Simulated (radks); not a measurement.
The numbers below are computed, except where a source is named.
Ionisation of C, [He] 2s2 2p2, to C+, [He] 2s2 2p1, under several functionals. Non-relativistic Kohn-Sham, spin-polarised, spherical densities, point nucleus; open shells are filled with parallel spins first; a radial shooting solver on a logarithmic mesh with Libxc functionals.

| functional | E(C) (hartree) | Exc (hartree) | IE (eV) | -e(HOMO) (eV) | <r> HOMO (bohr) | IE error (eV) |
|---|---|---|---|---|---|---|
| OLYP | -37.84292 | -5.19586 | 11.546 | 5.931 | 1.739 | +0.286 |
| LDA (Slater exchange, VWN5 correlation) | -37.47003 | -4.78904 | 11.772 | 6.192 | 1.735 | +0.512 |
| AM05 | -37.53632 | -4.86088 | 11.603 | 6.039 | 1.738 | +0.343 |
| HCTH/407 | -37.84173 | -5.19664 | 11.932 | 6.335 | 1.707 | +0.672 |
| TPSS | -37.85551 | -5.20811 | 11.715 | 6.164 | 1.737 | +0.454 |
| RPBE | -37.85723 | -5.20328 | 11.637 | 6.066 | 1.750 | +0.376 |
| exchange-only r2SCAN | -37.66596 | -5.00859 | 11.236 | 5.850 | 1.739 | -0.025 |
| Wu-Cohen GGA | -37.70281 | -5.04080 | 11.669 | 6.093 | 1.739 | +0.409 |
| SCAN | -37.82184 | -5.17237 | 11.895 | 6.389 | 1.726 | +0.635 |

NIST Atomic Spectra Database: 11.260 eV (measured). Closest: exchange-only r2SCAN. The Delta-SCF values span 0.70 eV, the total energies 0.39 hartree. The highest occupied level is 2p. Open shells are spherical and high-spin; term and fine-structure splittings are not resolved.
